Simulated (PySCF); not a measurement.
## Electronic structure of Os (osmium, neutral) at the CAM-B3LYP level

Configuration: [Xe] 4f14 5d6 6s2, high-spin 5D determinant. All numbers are calculated (PySCF 2.14, a scalar-relativistic core potential, in def2-QZVPPD with the def2 core potential (60 electrons) (7s5p4d4f2g, 88 functions)).

| Item | Value |
| --- | --- |
| Total energy | -90.5082 hartree |
| One-electron energy | -154.9919 hartree |
| Hartree (Coulomb) energy | 73.8358 hartree |
| Exchange-correlation energy | -9.3521 hartree |
| ⟨S²⟩ | 6.0087 |
| ⟨L²⟩ | 6.105 |
| Sum of ⟨r⟩ | 26.26 bohr |
| Sum of ⟨r²⟩ | 56.61 bohr² |
| Traceless quadrupole moment −½Σ⟨3z² − r²⟩ along its main axis | 0.413 e·bohr² |
| Time after the integrals | roughly 8 core-seconds |

| shell | electrons | mean orbital energy (hartree) | spread (hartree) | rms radius, mean of both spins (bohr) |
| --- | --- | --- | --- | --- |
| 5s α | 1 | -3.62133 | 0 | 1.08 |
| 5s β | 1 | -3.52076 | 0 | 1.08 |
| 5p α | 3 | -2.05617 | 0.03848 | 1.27 |
| 5p β | 3 | -1.92570 | 0.00214 | 1.27 |
| 5d α | 5 | -0.37108 | 0.04185 | 1.96 |
| 6s α | 1 | -0.30433 | 0 | 3.28 |
| 5d β | 1 | -0.28431 | 0 | 1.96 |
| 6s β | 1 | -0.26202 | 0 | 3.28 |

Energies and moments cover only the electrons outside the core potential. Spin-orbit coupling, absent here, splits the open shell strongly.
